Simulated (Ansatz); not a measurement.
The cluster In2Se3 (the lowest singlet isomer of a short search) was relaxed with B3LYP-D4 (def2-SVP) in Ansatz in these states: neutral quintet, neutral singlet, neutral triplet. The geometries follow in no particular order.

In the def2 sets In takes a core potential; there is no spin–orbit coupling.

A:

```tsv
atom	x (Å)	y (Å)	z (Å)
In1	1.6081	1.8017	-0.4709
In2	-1.3508	-1.3795	-1.5255
Se3	-1.1613	1.0990	-0.0578
Se4	-0.2911	-0.4779	2.2615
Se5	1.1951	-1.0433	-0.2073
```

B:

```xyz
5

In   -1.348    0.342    2.008
In    2.005    0.796   -0.629
Se   -1.001    1.317   -0.802
Se   -0.281   -0.913   -1.360
Se    0.625   -1.542    0.782
```

C:

```
atom   x (Å)   y (Å)   z (Å)
 In1  -1.192  -1.553  -0.822
 In2  -0.184   1.942   0.834
 Se3   0.517   0.673  -1.711
 Se4   1.732  -0.480  -0.065
 Se5  -0.873  -0.582   1.763
```

Judge from the bond lengths which geometry belongs to which state (an estimate).

A is the neutral quintet (In2–Se4 4.034 Å, Se4–Se5 2.937 Å, Se3–Se4 2.937 Å); B is the neutral singlet (In2–Se4 2.946 Å, Se4–Se5 2.409 Å, Se3–Se4 2.409 Å); C is the neutral triplet (In2–Se4 3.217 Å, Se4–Se5 3.184 Å, Se3–Se4 2.349 Å).

At PBE0-D4/def2-TZVP a singlet lies 2.98 eV below the neutral quintet. At PBE0-D4/def2-TZVP a singlet lies 0.96 eV below the neutral triplet. These are the stationary points nearest to one start from a short search; other shapes may lie lower in each state.
